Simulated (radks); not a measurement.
Values are calculated unless marked as measured or tabulated.
Ar10+, 8 electrons, occupied as [He] 2s2 2p3.75 3p0.25 (fractional occupations, a model configuration).

Code: a radial shooting solver on a logarithmic mesh with Libxc functionals. Model: Dirac Kohn-Sham, BP86, spin-unpolarised, spherical densities, point nucleus; open shells fill j = l - 1/2 first.

Energy parts (Ry):
part                       energy
total                  -943.73176
kinetic                 950.89674
electron-nucleus      -2062.61661
Hartree                 212.53484
exchange-correlation    -44.54672

Orbitals (lengths in bohr, moments of r in powers of bohr; <r^-3> diverges for s and p1/2):
orbital  occ.  eigenvalue (Ry)      <r^4>     <r^2>  <r^-3>
1s1/2       2        -254.9494  0.0002483  0.009828       -
2s1/2       2        -42.83235    0.05488    0.1787       -
2p1/2       2        -38.67225    0.04178    0.1449       -
2p3/2    1.75        -38.47688    0.04257    0.1464   146.8
3s1/2       0        -15.53931      1.905     1.140       -
3p1/2    0.25        -14.31932      1.947     1.132       -
3p3/2       0        -14.27759      1.970     1.139   31.30
3d3/2       0        -12.70397      1.537    0.9602   4.285
3d5/2       0        -12.69654      1.542    0.9617   4.257
4p1/2       0         -7.52058      25.31     4.265       -
4p3/2       0         -7.50483      25.52     4.284   11.78
4f5/2       0         -6.61683      15.55     3.240  0.4539
4f7/2       0         -6.61590      15.56     3.241  0.4534

The highest occupied level is 3p1/2 at -194.82 eV. The configuration is held as typed, so some empty levels lie below it. The density falls to 0.001 e/bohr^3 at r = 1.73 bohr. Summed over all electrons, <r^2> = 1.206 bohr^2, which gives a Langevin (diamagnetic) susceptibility term of -0.955 x 10^-6 cm^3/mol.

Run on one thread of a shared host, so times are rough (Arm Neoverse V2): 0.06 s of CPU time, 0.06 s wall, 13 iterations on 2476 mesh points.
